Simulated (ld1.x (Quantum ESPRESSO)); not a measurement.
**How hard is this titanium TM potential?**

* Element: titanium (Ti)
* Generator: ld1.x (Quantum ESPRESSO) 7.5
* Type: norm-conserving Troullier–Martins (Kleinman–Bylander form)
* Functional: LDA (PZ)
* Relativity: scalar-relativistic
* Frozen core: [Ne]
* Valence charge: 12
* Reference configuration: 3s2 3p6 3d3 4s1 4p0
* Partial waves: 3p (bound): rc 1.30 bohr; 3d (bound): rc 1.65 bohr; 3s (bound): rc 1.20 bohr
* Local potential: the s channel
* Core correction: none

Occupied shells without a wave of their own: 4s. They enter only through the test configuration that unscreens the potential.

The pseudo-atom Hamiltonian at the reference potential is diagonalised in spherical Bessel functions j_l(qr) that vanish at 20 bohr, with q² up to the cutoff. All-electron valence levels (Ry): 3p -2.6170, 4p -0.0878, 3d -0.1535, 3s -4.3318, 4s -0.2852.

Task: How do the lowest levels (Ry) of each channel move with the cutoff, and are there ghosts?

Result:

| cutoff (Ry) | p #1 | p #2 | p #3 | d #1 | s #1 | s #2 | s #3 | f #1 | f #2 | Σ f·Δε (mRy) |
| --- | --- | --- | --- | --- | --- | --- | --- | --- | --- | --- |
| 8 | -1.5188 | -0.0446 | 0.0620 | 0.0367 | -4.0154 | -0.2652 | 0.0065 | 0.1013 | 0.2197 | 7819.4 |
| 15 | -2.2883 | -0.0731 | 0.0503 | 0.0335 | -4.0465 | -0.2739 | 0.0051 | 0.1013 | 0.2197 | 3121.2 |
| 25 | -2.5709 | -0.0856 | 0.0464 | 0.0230 | -4.1716 | -0.2792 | 0.0044 | 0.1013 | 0.2197 | 1139.0 |
| 40 | -2.6153 | -0.0883 | 0.0456 | -0.0631 | -4.3078 | -0.2893 | 0.0030 | 0.1013 | 0.2197 | 331.6 |
| 60 | -2.6161 | -0.0884 | 0.0455 | -0.1454 | -4.3203 | -0.2909 | 0.0027 | 0.1013 | 0.2197 | 53.1 |
| 90 | -2.6170 | -0.0885 | 0.0455 | -0.1535 | -4.3281 | -0.2912 | 0.0027 | 0.1013 | 0.2197 | 8.0 |
| 120 | -2.6170 | -0.0885 | 0.0455 | -0.1535 | -4.3313 | -0.2914 | 0.0026 | 0.1013 | 0.2197 | 1.1 |
| 180 | -2.6170 | -0.0885 | 0.0455 | -0.1535 | -4.3317 | -0.2915 | 0.0026 | 0.1013 | 0.2197 | 0.2 |
| 400 | -2.6170 | -0.0885 | 0.0455 | -0.1535 | -4.3318 | -0.2915 | 0.0026 | 0.1013 | 0.2197 | 0.0 |

Result: no extra level below or beside the all-electron valence levels (p, d, s, f tested); 10 mRy is reached at 90 Ry and 1 mRy at 140 Ry.
